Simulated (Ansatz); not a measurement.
Molecule: CH$_{2}$N, net charge 0, doublet state. It need not be the lowest isomer of its formula. 
Structure (B3LYP-D3(BJ)/def2-TZVP (Ansatz, an electronic-structure program) minimum search):
```
C
N 1 1.2273
H 2 1.0206 1 119.44
H 1 1.0962 2 125.07 3 180.00
```
Charge 0, spin multiplicity 2.

Basis-set convergence of Hartree-Fock and MP2 correlation energies (hartree) with Ansatz. Valence correlation only, unless marked. UHF or UKS for open shells. Spin-orbit coupling is left out. Non-relativistic.

```csv
basis,functions,E(HF),"E(corr, MP2)"
def2-SVPD,56,-93.33557,-0.28427
def2-TZVPPD,108,-93.44154,-0.33589
def2-QZVPPD,192,-93.44545,-0.35796
```

Extrapolating the two largest sets (X = 3 and 4) as X^-3: E(corr) = (64·(-0.35796) - 27·(-0.33589))/37 = -0.3741 Eh, an estimate of the basis-set limit. The largest set recovers 95.7 % of it, the smallest 76.0 %.
